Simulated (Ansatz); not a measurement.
Reaction (substitution at a C–B bond): `B/C=C(\C)O` + H₂Se → `C/C(O)=C\[SeH]` + BH₃

Gas-phase electronic energies from Ansatz, PBE0-D4/def2-TZVP geometries. CCSD(T)/CBS is the MP2 limit (def2-TZVPP, def2-QZVPP) plus CCSD(T) − MP2 in def2-TZVPP, frozen cores. This one scheme is used for every species. Double bonds are as drawn, so ΔE can hold a change between cis and trans. Functionals use def2-TZVPP. For Se outer-core shells are correlated without core-valence functions, which leaves a few kJ/mol of doubt a bond. Scalar relativity is left out up to krypton. One conformer a species, not always the lowest.

```tsv
level	ΔE (eV)
ωB97X-V	1.03
B2PLYP	1.09
PBE	1.19
r2SCAN	1.19
PBE0	1.15
MP2/def2-TZVPP	0.98
MP2/def2-QZVPP	0.99
CCSD/CBS(def2)	1.02
```

(1) What does CCSD(T)/CBS give? (An estimate is asked.)

Largest T1 diagnostic among the species: 0.013.

## Answers

(1) Computed: +1.02 eV. The listed levels differ from it by 0.01, 0.07, 0.17, 0.17, 0.13, -0.04, -0.03, 0.00 eV.

From PBE to PBE0 (25 % exact exchange), in def2-TZVPP and without D4, ΔE moves by −0.04 eV. The D4 term adds −0.05 eV with B3LYP and −0.02 eV with PBE0; it sums over pairs of atoms, weighted by their polarisabilities, and B3LYP, whose exchange is more repulsive, gets the larger term.

B3LYP here is the variant with VWN-RPA as its local correlation; programs differ in this.
